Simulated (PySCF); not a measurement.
C4H6N2S.
Structure used (GFN2-xTB), in Å, numbered top down from 1:
```
atom  x, y, z in Å
C1    -1.6539    0.1220    0.8040
C2    -0.9098   -0.0706   -0.5188
C3     0.5517    0.1325   -0.3490
C4     1.5764   -0.7802   -0.4465
N5     2.7844   -0.2561   -0.2003
N6     2.7851    0.9657    0.0782
S7     1.2658    1.6404    0.0703
H8    -1.5338    1.1423    1.1615
H9    -2.7138   -0.0774    0.6696
H10   -1.2664   -0.5569    1.5604
H11   -1.0793   -1.0806   -0.8982
H12   -1.2953    0.6402   -1.2542
H13    1.4844   -1.8207   -0.6948
```

Level of theory: TDDFT B3LYP/def2-SVPD, vertical, gas phase, core orbitals frozen in the response (PySCF 2.14.0, density-fitted response routines).

Each state is given a Gaussian of 0.5 eV full width at half maximum, with ε(max) = 2.175×10⁸ f / Δν̃ (Δν̃ the width in cm⁻¹). The width is an assumption, not a result. The curve ends short of the highest state used, and states not computed would add to its high-energy end.

```json
{"E (eV)": "3.23", "ε (L mol⁻¹ cm⁻¹)": "0"}
{"E (eV)": "3.29", "ε (L mol⁻¹ cm⁻¹)": "0"}
{"E (eV)": "3.35", "ε (L mol⁻¹ cm⁻¹)": "1"}
{"E (eV)": "3.41", "ε (L mol⁻¹ cm⁻¹)": "3"}
{"E (eV)": "3.47", "ε (L mol⁻¹ cm⁻¹)": "5"}
{"E (eV)": "3.54", "ε (L mol⁻¹ cm⁻¹)": "11"}
{"E (eV)": "3.60", "ε (L mol⁻¹ cm⁻¹)": "19"}
{"E (eV)": "3.66", "ε (L mol⁻¹ cm⁻¹)": "30"}
{"E (eV)": "3.72", "ε (L mol⁻¹ cm⁻¹)": "44"}
{"E (eV)": "3.78", "ε (L mol⁻¹ cm⁻¹)": "59"}
{"E (eV)": "3.85", "ε (L mol⁻¹ cm⁻¹)": "76"}
{"E (eV)": "3.91", "ε (L mol⁻¹ cm⁻¹)": "86"}
{"E (eV)": "3.97", "ε (L mol⁻¹ cm⁻¹)": "90"}
{"E (eV)": "4.03", "ε (L mol⁻¹ cm⁻¹)": "87"}
{"E (eV)": "4.09", "ε (L mol⁻¹ cm⁻¹)": "78"}
{"E (eV)": "4.16", "ε (L mol⁻¹ cm⁻¹)": "62"}
{"E (eV)": "4.22", "ε (L mol⁻¹ cm⁻¹)": "47"}
{"E (eV)": "4.28", "ε (L mol⁻¹ cm⁻¹)": "32"}
{"E (eV)": "4.34", "ε (L mol⁻¹ cm⁻¹)": "21"}
{"E (eV)": "4.40", "ε (L mol⁻¹ cm⁻¹)": "12"}
{"E (eV)": "4.47", "ε (L mol⁻¹ cm⁻¹)": "6"}
{"E (eV)": "4.53", "ε (L mol⁻¹ cm⁻¹)": "3"}
{"E (eV)": "4.59", "ε (L mol⁻¹ cm⁻¹)": "2"}
{"E (eV)": "4.65", "ε (L mol⁻¹ cm⁻¹)": "1"}
{"E (eV)": "4.71", "ε (L mol⁻¹ cm⁻¹)": "2"}
{"E (eV)": "4.78", "ε (L mol⁻¹ cm⁻¹)": "6"}
{"E (eV)": "4.84", "ε (L mol⁻¹ cm⁻¹)": "12"}
{"E (eV)": "4.90", "ε (L mol⁻¹ cm⁻¹)": "26"}
{"E (eV)": "4.96", "ε (L mol⁻¹ cm⁻¹)": "55"}
{"E (eV)": "5.02", "ε (L mol⁻¹ cm⁻¹)": "111"}
{"E (eV)": "5.09", "ε (L mol⁻¹ cm⁻¹)": "244"}
{"E (eV)": "5.15", "ε (L mol⁻¹ cm⁻¹)": "458"}
{"E (eV)": "5.21", "ε (L mol⁻¹ cm⁻¹)": "818"}
{"E (eV)": "5.27", "ε (L mol⁻¹ cm⁻¹)": "1374"}
{"E (eV)": "5.33", "ε (L mol⁻¹ cm⁻¹)": "2160"}
{"E (eV)": "5.40", "ε (L mol⁻¹ cm⁻¹)": "3346"}
{"E (eV)": "5.46", "ε (L mol⁻¹ cm⁻¹)": "4491"}
{"E (eV)": "5.52", "ε (L mol⁻¹ cm⁻¹)": "5586"}
{"E (eV)": "5.58", "ε (L mol⁻¹ cm⁻¹)": "6438"}
{"E (eV)": "5.64", "ε (L mol⁻¹ cm⁻¹)": "6879"}
{"E (eV)": "5.71", "ε (L mol⁻¹ cm⁻¹)": "6783"}
{"E (eV)": "5.77", "ε (L mol⁻¹ cm⁻¹)": "6245"}
{"E (eV)": "5.83", "ε (L mol⁻¹ cm⁻¹)": "5470"}
{"E (eV)": "5.89", "ε (L mol⁻¹ cm⁻¹)": "4679"}
```

Q: Where are the band maxima, and which computed states make them?

A: 312 nm (3.98 eV), ε about 90, made up of S1 (100%); 219 nm (5.66 eV), ε about 6900, made up of S3 (98%) (ε in L mol⁻¹ cm⁻¹; maxima over ε = 5, shares over 10%). The states used: S1 3.98 eV (f 0.0017); S2 5.29 eV (f 0.0015); S3 5.66 eV (f 0.126); S4 6.05 eV (f 0.0009); S5 6.15 eV (f 0.0036); S6 6.24 eV (f 0.058); S7 6.42 eV (f 0.0009); S8 6.49 eV (f 0.0066).

Q: Coming from long wavelengths, where does ε first pass 100 L mol⁻¹ cm⁻¹?

A: At about 247 nm (5.01 eV), 1.04 eV above S1.

Q: On this curve, what absorbance would a 10⁻⁴ mol/L sample give at 254 nm over a 1 cm path?

A: 254 nm is 4.881 eV, where ε is about 21 L mol⁻¹ cm⁻¹, so A = ε c l ≈ 0.0021 (Beer–Lambert, with the gas-phase spectrum and the assumed width).

Q: Does any computed singlet lie in the visible range?

A: No computed singlet lies in the visible range (380 to 750 nm); the lowest, at 312 nm, stands 0.71 eV above its violet end (3.26 eV).

One conformer stands for the species.
